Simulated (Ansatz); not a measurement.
Isolated molecules relaxed with PBE0-D4/def2-TZVP in Ansatz; ΔE leaves out vibrations. CCSD(T)/CBS adds triple-zeta CCSD(T) − MP2 to the extrapolated MP2 energy (def2 sets, frozen cores). This one scheme is used for every species. DFT in def2-TZVPP. B3LYP here is the variant with VWN-RPA as its local correlation; programs differ in this. HSE06 is defined as in plane-wave codes. def2 core potentials past Kr. For Se, Sn outer-core shells are correlated without core-valence functions, which leaves a few kJ/mol of doubt a bond. Scalar relativity is left out up to krypton. One conformer a species, not always the lowest.

Consider the hydrogenolysis of the Se–C bond: `C[Se][SnH]([Cl])[Cl]` + H₂ → `[Cl][SnH]([Cl])[SeH]` + CH₄.

`C[Se][SnH]([Cl])[Cl]`:

Z-matrix (Å, degrees):
```
C
Se 1 1.961
H 1 1.089 2 105.5
H 1 1.087 2 110.1 3 118.5
H 1 1.087 2 110.1 3 -118.5
Sn 2 2.488 1 95.5 3 179.9
Cl 6 2.325 2 108.8 1 56.2
Cl 6 2.325 2 108.8 1 -55.8
H 6 1.697 2 116.5 1 -179.8
```

H₂:

Z-matrix (Å, degrees):
```
H
H 1 0.746
```

`[Cl][SnH]([Cl])[SeH]`:

```xyz
6

Cl    2.241    0.745   -0.153
Sn    0.135    0.027    0.496
Cl   -0.719    1.619    1.939
Se   -1.417    0.023   -1.467
H     0.340   -1.437    1.331
H    -0.580   -0.977   -2.146
```

CH₄:

Z-matrix (Å, degrees):
```
C
H 1 1.090
H 1 1.090 2 109.5
H 1 1.090 2 109.5 3 -120.0
H 1 1.090 2 109.5 3 120.0
```

```
             level  ΔE (kcal/mol)  difference from CCSD(T)/CBS
       LDA (SPW92)          -16.4                         -0.8
            PBE-D4          -15.1                          0.5
         revPBE-D4          -13.7                          1.9
           BLYP-D4          -14.8                          0.8
         r2SCAN-D4          -16.3                         -0.7
            B97M-V          -18.5                         -2.9
           PBE0-D4          -16.3                         -0.7
          B3LYP-D4          -16.2                         -0.6
        r2SCANh-D4          -16.6                         -1.0
        r2SCAN0-D4          -17.0                         -1.4
          HSE06-D4          -16.3                         -0.7
           ωB97X-V          -16.5                         -0.9
           ωB97M-V          -16.5                         -0.9
            B2PLYP          -17.5                         -1.9
          PBE-QIDH          -16.9                         -1.3
               PBE          -16.9                         -1.3
            revPBE          -17.5                         -1.9
              BLYP          -18.5                         -2.9
            r2SCAN          -16.8                         -1.2
              PBE0          -17.9                         -2.3
             B3LYP          -19.1                         -3.5
           r2SCANh          -17.1                         -1.5
           r2SCAN0          -17.6                         -2.0
             HSE06          -17.9                         -2.3
RPA@PBE/def2-TZVPP          -15.6                          0.0
       HF/def2-SVP          -23.6                         -8.0
      MP2/def2-SVP          -18.1                         -2.5
     CCSD/def2-SVP          -20.4                         -4.8
  CCSD(T)/def2-SVP          -19.4                         -3.8
     HF/def2-TZVPP          -22.0                         -6.4
    MP2/def2-TZVPP          -14.5                          1.1
SCS-MP2/def2-TZVPP          -15.6                          0.0
   CCSD/def2-TZVPP          -17.4                         -1.8
CCSD(T)/def2-TZVPP          -16.1                         -0.5
     HF/def2-QZVPP          -22.0                         -6.4
    MP2/def2-QZVPP          -14.2                          1.4
SCS-MP2/def2-QZVPP          -15.4                          0.2
      HF/CBS(def2)          -22.1                         -6.5
     MP2/CBS(def2)          -13.9                          1.7
    CCSD/CBS(def2)          -16.9                         -1.3
       CCSD(T)/CBS          -15.6                            0
```

Largest T1 diagnostic among the species: 0.011.

Leaving LDA and LC-ωPBE aside and taking each functional with its dispersion term where it has one, the values spread over 4.8 kcal/mol, from B97M-V to revPBE-D4. From PBE to PBE0 (25 % exact exchange), in def2-TZVPP and without D4, ΔE moves by −1.0 kcal/mol. At CCSD(T), def2-SVP lies −3.8 kcal/mol from the extrapolated value and def2-TZVPP −0.5 kcal/mol.

CCSD(T)/CBS has its own doubt, a few kJ/mol and more with outer-core shells, so smaller differences from it don't rank the levels.
